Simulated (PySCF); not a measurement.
## What binds CBr: the parts of the energy along the bond

State: ²Π, doublet, unpaired electrons π ↑. ROHF-based CCSD(T) in PySCF 2.14 with C cc-pVTZ, Br cc-pVTZ-PP with ECP10 and C cc-pVQZ, Br cc-pVQZ-PP with ECP10 (frozen core orbitals: 10; scalar-relativistic core potentials). Correlation energies are extrapolated as n⁻³ (n = 3, 4), Hartree–Fock as (n+1)·exp(−9√n). CV is the change on freezing 4 orbitals instead, in C cc-pwCVTZ, Br cc-pwCVTZ-PP with ECP10. All energies in eV from C + Br.

```csv
R (Å),HF/CBS,CCSD corr.,(T),CV,total
1.6079,-0.995,-1.625,-0.2345,-0.0752,-2.930
1.6810,-1.449,-1.588,-0.2406,-0.0556,-3.334
1.7541,-1.680,-1.555,-0.2467,-0.0402,-3.522
1.8271,-1.753,-1.526,-0.2528,-0.0282,-3.560
1.9002,-1.716,-1.501,-0.2591,-0.0186,-3.494
1.9916,-1.563,-1.475,-0.2672,-0.0094,-3.314
2.0830,-1.333,-1.455,-0.2757,-0.0024,-3.066
```

A fit to the total gives Re = 1.8132 Å, De = 3.562 eV, ωe = 735.6 cm⁻¹, Be = 0.4923 cm⁻¹ (masses 12.0000 and 78.9183 u).

Question: At R = 1.8271 Å the CCSD correlation energy is -0.300266 hartree in the smaller basis and -0.322464 in the larger. Extrapolate it.

Answer: (4³·E4 − 3³·E3)/(4³ − 3³) = -0.33866 hartree; the larger basis holds 95.2 % of it.

The T1 diagnostic is 0.031. The state was picked by a PBE0 search and need not be the measured ground state. Spin–orbit coupling, excitations beyond (T) and corrections to the Born–Oppenheimer picture are left out.
